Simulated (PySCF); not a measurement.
## A survey of $^{19}$F NMR shifts

[PySCF 2.14.0 with density-fitted response routines: GIAO PBE0/pcSseg-1 shieldings; coordinates at the GFN2-xTB level; no solvent; relativity neglected; equivalent nuclei averaged; a single conformation]

Shieldings were converted by a linear fit to measured shifts: $^{19}$F: δ = 146.13 − 0.903σ +14.6 on sp3 carbon (rms 6.0 ppm, 223 shifts, 7.0 ppm with the 5 outliers that the fit left out vs CFCl3, solution or neat liquid). A few per cent of atoms miss by over 2 rms, more outside the fitted compound classes.

(1) Give the $^{19}$F shifts of `FC(F)[Si@@H]1C[C@H]1[SiH](Cl)Cl`.

(2) Match the shifts 53.8, -80.4, -119.7, -208.6, -223.1, -278.3 ppm to `C=C(C)/C=C(\C)O[SiH2]CF`, `CC(=O)c1cc(F)cnn1`, `FCc1nc[nH]n1`, `C[C@H](CF)OC(C)(C)[SiH3]`, `C#C[C@](C)(N)C(F)(F)F`, `CC(C)(C)/C([SiH3])=C\C(=O)F`.

Results:

(1) 
```
                                                        compound                  environment  δ (ppm)
[F:1][CH:2]([F:3])[Si@@H:4]1[CH2:5][C@H:6]1[SiH:7]([Cl:8])[Cl:9]  F1: fluorine of a CF2 group   -116.7
[F:1][CH:2]([F:3])[Si@@H:4]1[CH2:5][C@H:6]1[SiH:7]([Cl:8])[Cl:9]  F3: fluorine of a CF2 group   -119.1
```

(2) 53.8: CC(C)(C)/C([SiH3])=C\C(=O)F (fluorine bonded to C); -80.4: C#C[C@](C)(N)C(F)(F)F (fluorine of a CF3 group); -119.7: CC(=O)c1cc(F)cnn1 (aryl fluorine); -208.6: FCc1nc[nH]n1 (fluorine on an sp3 carbon); -223.1: C[C@H](CF)OC(C)(C)[SiH3] (fluorine on an sp3 carbon); -278.3: C=C(C)/C=C(\C)O[SiH2]CF (fluorine on an sp3 carbon).
